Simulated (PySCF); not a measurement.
Zr²⁹⁺ (zirconium, charge +29) across methods

[Ne] 3s1, 2S determinant. Computed with PySCF 2.14 in an even-tempered Gaussian basis (16 s from 3.9 bohr⁻², ratio 2.5; 10 p from 5 bohr⁻², ratio 2.5; 5 d from 19 bohr⁻², ratio 2.7; 4 f from 29 bohr⁻², ratio 2.7), with no relativity, point nucleus.

```
method  E (hartree)  mean ε 2p α (eV)  mean ε 2p β (eV)  mean ε 3s α (eV)  Σ⟨r²⟩ (bohr²)   ⟨S²⟩
  PBE0     -2921.81           -3645.2           -3643.0           -1534.6         0.3915  0.750
   UHF  -2921.75241           -3706.3           -3703.6           -1550.6         0.3917  0.750
   PBE     -2921.68           -3624.2           -3622.2           -1529.1         0.3914  0.750
M06-2X     -2922.19           -3666.5           -3665.1           -1540.6         0.3915  0.750
  PW91     -2922.05           -3625.0           -3623.0           -1529.6         0.3913  0.750
r2SCAN     -2922.14           -3633.9           -3632.0           -1529.5         0.3917  0.750
```

(1) Estimate the same row for LDA.

A non-relativistic calculation at this Z misses sizeable relativistic shifts.

## Answers

(1) E (hartree) = -2917.78; mean ε 2p α (eV) = -3622.1; mean ε 2p β (eV) = -3620.1; mean ε 3s α (eV) = -1528.4; Σ⟨r²⟩ (bohr²) = 0.3917; ⟨S²⟩ = 0.750.
